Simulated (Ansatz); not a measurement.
# Abstraction of Cl: CHCl2I + GeH3 → CHClI + GeH3Cl

Species: CHCl2I `ClC(Cl)I`, singlet; GeH3 `[GeH3]`, doublet; CHClI `Cl[CH]I`, doublet; GeH3Cl (chlorogermane) `[Cl][GeH3]`, singlet. A radical takes Cl: the energy is the difference in strength between the C–Cl bond broken and the Ge–Cl bond made.

Shapes, held fixed at every level: PBE0-D4/def2-TZVP. Programs: Ansatz 0.2.0. The zero-point and thermal change to 298 K, harmonic and unscaled (PBE0-D4/def2-TZVP), is -0.3 kJ/mol.

```tsv
level	kind	ΔH(298 K) (kJ/mol)	less CCSD(T)/def2-TZVPP	CPU time (sum over the molecules)
MP2/def2-SVP	perturbation theory	-83.7	+18.0	–
SPW92/def2-TZVPP	LDA	-86.2	+15.5	6.3 s
PBE-D4/def2-TZVPP	GGA	-93.8	+7.9	12 s
B3LYP-D4/def2-TZVPP	global hybrid	-103.5	-1.8	20 s
PBE0-D4/def2-TZVPP	global hybrid	-101.8	-0.1	14 s
CCSD(T)/def2-SVP	coupled cluster or CI	-94.8	+6.9	15 s
CCSD(T)/def2-TZVPP	coupled cluster or CI	-101.7	0.0	3.1 min
```

The highest level, CCSD(T)/def2-TZVPP, gives ΔH(298 K) = -101.7 kJ/mol; the levels span -103.5 to -83.7. The column of differences is taken from that level and isn't an error. No measured value is set beside it here. Spin contamination: CHClI (⟨S²⟩ up to 0.78). Open shells run unrestricted. For atoms past krypton def2 sets carry core potentials with scalar relativity. Relativity is left out for Ge. Outer-core shells of Ge, I are correlated, in sets that cover them unevenly. Times are processor times on shared x86 and Arm servers, and rough.
